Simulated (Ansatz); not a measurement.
`[AlH2][O][SiH2]S` + H₂O → `O[SiH2]S` + `[OH][AlH2]`  (formal hydrolysis of the Si–O bond)

Program: Ansatz. Geometries: PBE0-D4/def2-TZVP. ΔE: electronic, gas phase. CBS: MP2 limit from def2 TZ/QZ plus the TZ coupled-cluster correction, frozen cores. This one scheme is used for every species. Each species was taken in one conformer, which may not be the lowest.

```json
{"species": "`[AlH2][O][SiH2]S`", "MP2/def2-QZVPP energy (Eh)": "-1007.05485"}
{"species": "H₂O", "MP2/def2-QZVPP energy (Eh)": "-76.34932"}
{"species": "`O[SiH2]S`", "MP2/def2-QZVPP energy (Eh)": "-764.41232"}
{"species": "`[OH][AlH2]`", "MP2/def2-QZVPP energy (Eh)": "-318.98253"}
```

Task: Work out ΔE.

Result: ΔE = (-764.41232) + (-318.98253) − (-1007.05485) − (-76.34932) = 0.00932 Eh = +24.5 kJ/mol. CCSD(T)/CBS gives +25.2 kJ/mol.

Largest T1 diagnostic among the species: 0.012.

From BLYP to BHLYP (50 % exact exchange), in def2-TZVPP and without D4, ΔE moves by +8.3 kJ/mol. The D4 term adds +6.2 kJ/mol with B3LYP and +3.6 kJ/mol with PBE0; it sums over pairs of atoms, weighted by their polarisabilities, and B3LYP, whose exchange is more repulsive, gets the larger term.

B3LYP here is the variant with VWN-RPA as its local correlation; programs differ in this.
